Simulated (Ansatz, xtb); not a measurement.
# Ligand exchange: CH6N2 + SiH3I → SiN2H6 + CH3I

Species: CH6N2 (methylhydrazine) `CNN`, singlet; SiH3I `[SiH3]I`, singlet; SiN2H6 `NN[SiH3]`, singlet; CH3I (methyl iodide) `CI`, singlet. The partners trade CH3 for SiH3: N–CH3 and I–SiH3 bonds give way to N–SiH3 and I–CH3.

Shapes, held fixed at every level: PBE0-D4/def2-TZVP. Flexible molecules stand in one conformer, not always the lowest. Programs: Ansatz 0.2.0, xtb 6.7.1. The zero-point and thermal change to 298 K, harmonic and unscaled (PBE0-D4/def2-TZVP), is -4.1 kJ/mol.

| level | kind | ΔH(298 K) (kJ/mol) | less CCSD(T)/def2-TZVPP |
| --- | --- | --- | --- |
| GFN1-xTB | semi-empirical | +85.0 | +66.4 |
| HF/def2-TZVPP | Hartree–Fock | +26.1 | +7.5 |
| r2SCAN-D4/def2-TZVPP | meta-GGA | +23.1 | +4.5 |
| BHLYP-D4/def2-TZVPP | global hybrid | +21.4 | +2.8 |
| PBE0-D4/def2-TZVPP | global hybrid | +27.4 | +8.8 |
| B2PLYP/def2-TZVPP | double hybrid | +17.8 | -0.8 |
| CCSD(T)/def2-SVP | coupled cluster or CI | +37.3 | +18.7 |
| CCSD/def2-TZVPP | coupled cluster or CI | +19.7 | +1.1 |
| CCSD(T)/def2-TZVPP | coupled cluster or CI | +18.6 | 0.0 |

The highest level, CCSD(T)/def2-TZVPP, gives ΔH(298 K) = +18.6 kJ/mol; the levels span +17.8 to +85.0. GFN1-xTB strays far from the other rows. The column of differences is taken from that level and isn't an error. No measured value is set beside it here. For atoms past krypton def2 sets carry core potentials with scalar relativity. Outer-core shells of I are correlated in most correlated rows, in sets that cover them unevenly.
